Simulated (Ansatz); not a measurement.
## One reagent, a row of partners

Four-centre ligand exchange: ZnH₂O₂ ([OH][Zn][OH]) meets different reagents, and the same bond of it breaks. Each row is one chosen step, not always the lowest open to these reactants.

Gas-phase electronic energies, without zero-point energy, by CCSD(T) at an estimated basis limit (MP2 extrapolated from triple and quadruple zeta, plus CCSD(T) − MP2 in triple zeta); Ansatz 0.2.0, def2-TZVPP and QZVPP, frozen cores, on PBE0-D4/def2-TZVP structures. Extrapolation: Hartree–Fock as exp(−7.88 √X), correlation as X^−2.97. All energies, in kJ/mol, count from the separated reactants, without counterpoise correction; the start and end structures are the complexes reached by relaxing down from the saddle, and deeper ones may exist. Brackets give SMILES, or, where every atom is bracketed, only which atoms are joined. Steps whose reference was doubtful or whose search ended elsewhere are left out.

| reactants | products | broken | formed | start structure | saddle | end structure |
| --- | --- | --- | --- | --- | --- | --- |
| ZnH₂O₂ ([OH][Zn][OH]) + H₂S | ZnH₂SO ([OH][Zn][SH]) + H₂O, still joined by a dative O–Zn bond | H–S, O–Zn | H–O, S–Zn | -36.3 | ? | -123.5 |
| ZnH₂O₂ ([OH][Zn][OH]) + AsH₃ | ZnAsH₃O ([OH][Zn][AsH2]) + H₂O, still joined by a dative O–Zn bond | As–H, O–Zn | As–Zn, H–O | -33.3 | 59.7 | -102.2 |
| ZnH₂O₂ ([OH][Zn][OH]) + H₂ | ZnH₂O ([OH][ZnH]) + H₂O, still joined by a dative O–Zn bond | H–H, O–Zn | H–O, H–Zn | -7.2 | 101.1 | -43.4 |
| ZnH₂O₂ ([OH][Zn][OH]) + NH₃ | ZnNH₃O ([NH2][Zn][OH]) + H₂O | H–N, O–Zn | H–O, N–Zn | -84.0 | 2.9 | -23.1 |

**Question.** What is the height of the saddle for ZnH₂O₂ ([OH][Zn][OH]) + H₂S? (An estimate is asked for; the value comes from the calculation.)

**Answer.** Computed: -11.0 kJ/mol relative to the separated reactants, the lowest of the series; above its start structure the barrier is -11.0 − (-36.3) ≈ 25.3 kJ/mol.

No T1 diagnostic of these runs exceeds 0.018. The filled d shells of As are correlated in sets not built for that, so values that involve them are less sure.

For scale, one of the runs: CCSD(T)/def2-TZVPP, 244 basis functions, launched by `ansatz run in.yaml --threads 8 --pin off --events-out ev --progress --plain --max-ram 19148MiB`. Time: 3.3 min of wall clock on 8 CPU threads of an Intel Xeon; the host was shared. Peak host memory: 5.1 GiB.
